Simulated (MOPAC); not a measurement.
Job for MOPAC: PM7 on LiMg, 2S+1 = 2, a spin state set in the input, which need not be the lowest, a point of a bond scan (R = 3.031 Å).

```
PM7 1SCF PRECISE CHARGE=0 UHF MS=0.5 THREADS=1
LiMg

Li     0.00000000 1     0.00000000 1     0.00000000 1
Mg     0.00000000 1     0.00000000 1     3.03144600 1
```

The log:

```
*******************************************************************************
 **                                                                           **
 **                              MOPAC v23.2.5                                **
 **                                                                           **
 *******************************************************************************
 ** MOPAC's Digital Object Identifier: https://doi.org/10.5281/zenodo.6511958 **
 **                                                                           **
 ** Please cite the open-source release paper for use of this MOPAC version:  **
 ** J. E. Moussa and J. J. P. Stewart (2026)                                  **
 ** MOPAC: An open-source semiempirical molecular orbital program             **
 ** J. Open Source Softw., 11(119), 8025, https://doi.org/10.21105/joss.08025 **
 *******************************************************************************

                              PM7 CALCULATION RESULTS

 *******************************************************************************
 *  PM7        - The PM7 Hamiltonian to be used
 *  UHF        - UNRESTRICTED HARTREE-FOCK CALCULATION
 *
 *
 *
 *                 CHARGE ON SYSTEM = 0
 *
 *
 *
 *  MS=        - IN MECI, MAGNETIC COMPONENT OF SPIN =  0.5
 *  PRECISE    - TIGHTER CRITERIA TO BE USED
 *  1SCF       - DO 1 SCF AND THEN STOP
 *  THREADS=1  - MULTI-THREADING NOT USED
 *  T=         - A TIME OF 172800.0 SECONDS REQUESTED
 *  DUMP=N     - RESTART FILE WRITTEN EVERY 7200.0 SECONDS REQUESTED
 *******************************************************************************
PM7 1SCF PRECISE CHARGE=0 UHF MS=0.5 THREADS=1
 LiMg

   ATOM   CHEMICAL          X               Y               Z
  NUMBER   SYMBOL      (ANGSTROMS)     (ANGSTROMS)     (ANGSTROMS)

     1      Li          0.00000000  *   0.00000000  *   0.00000000  *
     2      Mg          0.00000000  *   0.00000000  *   3.03144600  *



          CARTESIAN COORDINATES

    NO.       ATOM           X           Y           Z

     1        Li          0.0000      0.0000      0.0000
     2        Mg          0.0000      0.0000      3.0314

 General Reference for PM7:
 "Optimization of Parameters for Semiempirical Methods VI: More Modifications to the
 NDDO Approximations and Re-optimization of Parameters", J. J. P. Stewart, J. Mol. Mod., 1:32, 19 (2013)
 https://link.springer.com/article/10.1007/s00894-012-1667-x

           Empirical Formula: Li Mg  =     2 atoms



      MOLECULAR POINT GROUP   :   C*v


          UHF CALCULATION, NO. OF ALPHA ELECTRONS =    2
                           NO. OF BETA  ELECTRONS =    1

 -------------------------------------------------------------------------------
 PM7 1SCF PRECISE CHARGE=0 UHF MS=0.5 THREADS=1
 LiMg



     1SCF WAS SPECIFIED, SO BFGS WAS NOT USED
     SCF FIELD WAS ACHIEVED


                              PM7 CALCULATION
                                                       MOPAC v23.2.5 Linux




          FINAL HEAT OF FORMATION =        106.65783 KCAL/MOL =     446.25636 KJ/MOL


          COSMO AREA              =         91.65 SQUARE ANGSTROMS
          COSMO VOLUME            =         72.96 CUBIC ANGSTROMS

          IONIZATION POTENTIAL    =          2.969985 EV
          ALPHA SOMO LUMO (EV)    =         -2.970  1.958
          BETA  SOMO LUMO (EV)    =         -5.414  3.254
          NO. OF ALPHA ELECTRONS  =          2
          NO. OF BETA  ELECTRONS  =          1
          MOLECULAR WEIGHT        =         31.2450         POINT GROUP:  C*v

          MOLECULAR DIMENSIONS (Angstroms)

            Atom       Atom       Distance
           Mg     2   Li     1     3.03145
           Mg     2   Li     1     0.00000
           Li     1   Mg     2     0.00000


          SCF CALCULATIONS        =          1





   ATOM   CHEMICAL          X               Y               Z
  NUMBER   SYMBOL      (ANGSTROMS)     (ANGSTROMS)     (ANGSTROMS)

     1      Li          0.00000000  *   0.00000000  *   0.00000000  *
     2      Mg          0.00000000  *   0.00000000  *   3.03144600  *

                             CARTESIAN COORDINATES

   1   Li        0.000000000     0.000000000     0.000000000
   2   Mg        0.000000000     0.000000000     3.031446000


           Empirical Formula: Li Mg  =     2 atoms



      MOLECULAR POINT GROUP   :   C*v


          ALPHA EIGENVALUES
  -6.30308  -2.96999   1.95771   2.23118   4.08645  11.46237  11.46301  11.46904


           BETA EIGENVALUES
  -5.41357   3.25369   3.70559   4.31627   6.33362  10.01893  10.01958  10.02581


              NET ATOMIC CHARGES AND DIPOLE CONTRIBUTIONS

  ATOM NO.   TYPE          CHARGE      No. of ELECS.   s-Pop       p-Pop
    1         Li           0.181519        0.8185     0.81839     0.00009
    2         Mg          -0.181519        2.1815     1.08881     1.09271
 DIPOLE           X         Y         Z       TOTAL
 POINT-CHG.     0.000     0.000    -2.643     2.643
 HYBRID         0.000     0.000     1.610     1.610
 SUM            0.000     0.000    -1.033     1.033


          ATOMIC ORBITAL ELECTRON POPULATIONS

     Atom    s        px        py        pz
    1 Li   0.81839   0.00000   0.00000   0.00009
    2 Mg   1.08881   1.00000   0.00000   0.09271


                    (SZ)    =    0.500000
                    (S**2)  =    0.958979


          ATOMIC ORBITAL SPIN POPULATIONS

    Atom   Total    s     px     py     pz
         Atomic
    1 Li -0.4085 -0.409  0.000  0.000 -0.000
    2 Mg  1.4085  0.320  1.000  0.000  0.088

 **********************
 *                    *
 * JOB ENDED NORMALLY *
 *                    *
 **********************




 == MOPAC DONE ==
```

The run finished. Its determinant has ⟨S²⟩ = 0.96, a mixture of spin states.

Cost: roughly 0.03 core-seconds.
